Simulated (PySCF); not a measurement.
hydrogen iodide (HI), singlet, geometry from GFN2-xTB (all electrons, no relativity). Base run: CAMB3LYP/STO-3G run with PySCF.

PySCF was given this input:
```python
from pyscf import gto, scf, dft

mol = gto.M(
    atom='''
I    -0.000000   -0.000000   -0.029099
H     0.000000    0.000000    1.542226
''',
    basis='sto-3g',
    charge=0,
    spin=0,
    verbose=4,
    symmetry=True,
)

mf = dft.RKS(mol)
mf.xc = 'camb3lyp'
mf.kernel()
mf.analyze()
```

The base run was repeated with changes; each row names its change, and settings that it needs were set with it.

```json
[
 {"change": "base", "ΔE vs base (eV)": "0.00", "point group used": "Coov", "SCF cycles": "6"},
 {"change": "symmetry_subgroup = C2v", "ΔE vs base (eV)": "0.00", "point group used": "C2v", "SCF cycles": "6"},
 {"change": "symmetry = off", "ΔE vs base (eV)": "0.00", "point group used": "C1", "SCF cycles": "6"}
]
```
